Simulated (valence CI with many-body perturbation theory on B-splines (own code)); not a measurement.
**Pm10+: fill in the table**

Level of theory: valence CI with perturbative core correlation (CI+MBPT): five valence electrons over a frozen Dirac-Fock core [Kr] 4d10, a basis of 7 s, 7 p, 7 d, 7 f, 4 g, 2 h functions for each j, with the one-electron correlation potential Σ1, the two-electron term Σ2, the three-electron term Σ3, Breit, model QED; selected CI, second order for the rest, scaled by the run's own slope (own B-spline code, finite nucleus).

No measured spectrum was set against this ion. As an estimate, terms of the open shell hold to a few per cent of their energy, and close levels can change places; configurations with another count of f electrons can be misplaced by thousands of cm⁻¹. Core correlation moves these levels by up to 38000 cm⁻¹, and in measured spectra 5 to 20 % of such shifts remained as error; rates that hang on mixing are uncertain with them. Among the levels kept, up to 1000 cm⁻¹ of a level comes from second order outside the variational space, and about a tenth of that is noise between levels of different J, which matters for small intervals. The lowest computed level is not the ground level that NIST lists (°, for many ions itself from theory). Only levels of the ground parity were solved; by the run's estimate the other parity begins above the list, which can be wrong where configurations are misplaced.

```
                              Level  E (eV)
         (4f5/2^2 5s^2 5p1/2) J=9/2  0.0000
               (4f5/2^3 5s^2) J=9/2       ?
        (4f5/2^2 4f7/2 5s^2) J=11/2  0.6521
         (4f5/2^2 5s^2 5p1/2) J=7/2       ?
(4f5/2 4f7/2 5s^2 5p1/2) J=11/2 [a]  0.8756
 (4f5/2 4f7/2 5s^2 5p1/2) J=9/2 [a]  0.9391
        (4f5/2 4f7/2^2 5s^2) J=13/2   1.014
         (4f5/2^2 5s^2 5p1/2) J=5/2       ?
              (4f7/2^3 5s^2) J=15/2   1.367
         (4f5/2^2 5s^2 5p1/2) J=3/2   1.395
 (4f5/2 4f7/2 5s^2 5p1/2) J=7/2 [a]   1.454
        (4f7/2^2 5s^2 5p1/2) J=11/2   1.461
        (4f7/2^2 5s^2 5p1/2) J=13/2   1.645
 (4f5/2 4f7/2 5s^2 5p1/2) J=5/2 [a]   1.683
 (4f5/2 4f7/2 5s^2 5p1/2) J=9/2 [b]   1.757
 (4f5/2 4f7/2 5s^2 5p1/2) J=7/2 [b]       ?
               (4f5/2^3 5s^2) J=3/2   2.407
         (4f7/2^2 5s^2 5p1/2) J=7/2       ?
         (4f5/2^2 4f7/2 5s^2) J=9/2       ?
         (4f5/2^2 4f7/2 5s^2) J=5/2   2.572
```

Levels are named by their leading jj configuration (3d3/2^4 stands for four electrons in 3d with j = 3/2), which in mixed levels can hold well under half, so a name can repeat and another be missing. Letters in brackets count levels of one name in rising energy.

Question: The levels stand in rising order. What does the calculation give for the missing energies?

Answer: (4f5/2^3 5s^2) J=9/2 0.3768; (4f5/2^2 5s^2 5p1/2) J=7/2 0.6942; (4f5/2^2 5s^2 5p1/2) J=5/2 1.122; (4f5/2 4f7/2 5s^2 5p1/2) J=7/2 [b] 2.182; (4f7/2^2 5s^2 5p1/2) J=7/2 2.457; (4f5/2^2 4f7/2 5s^2) J=9/2 2.539.
